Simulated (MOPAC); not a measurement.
MOPAC input (MNDO):

```
MNDO PRECISE GNORM=0.05 LET XYZ GEO-OK AUX(PRECISION=9) THREADS=1
C2H2F4

F    -1.68110000 1   -0.99963200 1    0.12450600 1
C    -1.15174800 1    0.25663100 1   -0.06247700 1
C     0.36464100 1    0.18292900 1   -0.02168600 1
F     0.85379300 1   -0.61150200 1   -0.98478200 1
F     0.81253500 1   -0.27546500 1    1.15611300 1
F     0.86765900 1    1.42059300 1   -0.20625700 1
H    -1.49374100 1    0.91735400 1    0.73499200 1
H    -1.45960700 1    0.63933800 1   -1.03624700 1
```

From the output:

```
                                                       MOPAC v23.2.5 Linux

          FINAL HEAT OF FORMATION =       -207.53832 KCAL/MOL =    -868.34032 KJ/MOL

          COSMO AREA              =        105.87 SQUARE ANGSTROMS
          COSMO VOLUME            =         91.79 CUBIC ANGSTROMS

          GRADIENT NORM           =          0.01006          =       0.00356 PER ATOM
          IONIZATION POTENTIAL    =         13.629302 EV
          HOMO LUMO ENERGIES (EV) =        -13.629  0.857
          NO. OF FILLED LEVELS    =         19
          MOLECULAR WEIGHT        =        102.0314         POINT GROUP:  Cs

          MOLECULAR DIMENSIONS (Angstroms)

            Atom       Atom       Distance
            F     6    F     1     3.60967
            H     7    F     4     3.26052
            H     8    F     5     3.15609

          SCF CALCULATIONS        =         28

   ATOM   CHEMICAL          X               Y               Z
  NUMBER   SYMBOL      (ANGSTROMS)     (ANGSTROMS)     (ANGSTROMS)

     1       F         -1.74600741  *  -0.99977575  *   0.12272023  *
     2       C         -1.23494450  *   0.22691685  *  -0.05928799  *
     3       C          0.38835858  *   0.18587468  *  -0.02161734  *
     4       F          0.91047465  *  -0.60483727  *  -0.98796664  *
     5       F          0.86915750  *  -0.26593459  *   1.16006814  *
     6       F          0.90895898  *   1.42349062  *  -0.20686005  *
     7       H         -1.58599172  *   0.92365001  *   0.74404004  *
     8       H         -1.55145755  *   0.64317989  *  -1.04951466  *

                             CARTESIAN COORDINATES

   1    F       -1.746007408    -0.999775751     0.122720227
   2    C       -1.234944500     0.226916855    -0.059287990
   3    C        0.388358578     0.185874681    -0.021617339
   4    F        0.910474653    -0.604837273    -0.987966639
   5    F        0.869157501    -0.265934594     1.160068140
   6    F        0.908958975     1.423490620    -0.206860053
   7    H       -1.585991716     0.923650011     0.744040036
   8    H       -1.551457551     0.643179891    -1.049514660

           Empirical Formula: C2 H2 F4  =     8 atoms

      MOLECULAR POINT GROUP   :   Cs

                  EIGENVALUES
 -51.89659 -47.30994 -44.43272 -44.41830 -29.70284 -23.36873 -20.18377 -20.18182
 -19.89705 -18.46090 -18.32710 -16.78687 -16.67861 -16.65227 -16.38459 -16.17854
 -16.16887 -14.18594 -13.62930   0.85715   1.98403   2.74986   3.05684   3.32738
   3.37524   3.98325

              NET ATOMIC CHARGES AND DIPOLE CONTRIBUTIONS

  ATOM NO.   TYPE          CHARGE      No. of ELECS.   s-Pop       p-Pop
    1          F          -0.207321        7.2073     1.88603     5.32129
    2          C           0.226098        3.7739     1.22168     2.55222
    3          C           0.549057        3.4509     1.18029     2.27066
    4          F          -0.220078        7.2201     1.89358     5.32649
    5          F          -0.220098        7.2201     1.89359     5.32651
    6          F          -0.226790        7.2268     1.89396     5.33283
    7          H           0.049565        0.9504     0.95044
    8          H           0.049568        0.9504     0.95043
 DIPOLE           X         Y         Z       TOTAL
 POINT-CHG.    -2.197     1.475    -0.273     2.660
 HYBRID         0.155     0.149    -0.020     0.216
 SUM           -2.041     1.624    -0.293     2.625

          ATOMIC ORBITAL ELECTRON POPULATIONS

     Atom    s        px        py        pz
    1  F   1.88603   1.87258   1.48597   1.96275
    2  C   1.22168   0.81688   0.76533   0.97000
    3  C   1.18029   0.90138   0.68292   0.68635
    4  F   1.89358   1.88653   1.76878   1.67118
    5  F   1.89359   1.89945   1.90011   1.52695
    6  F   1.89396   1.88844   1.49013   1.95426
    7  H   0.95044
    8  H   0.95043

 **********************
 *                    *
 * JOB ENDED NORMALLY *
 *                    *
 **********************

 == MOPAC DONE ==
```

The geometry given is a B3LYP-D3(BJ)/def2-TZVP minimum.
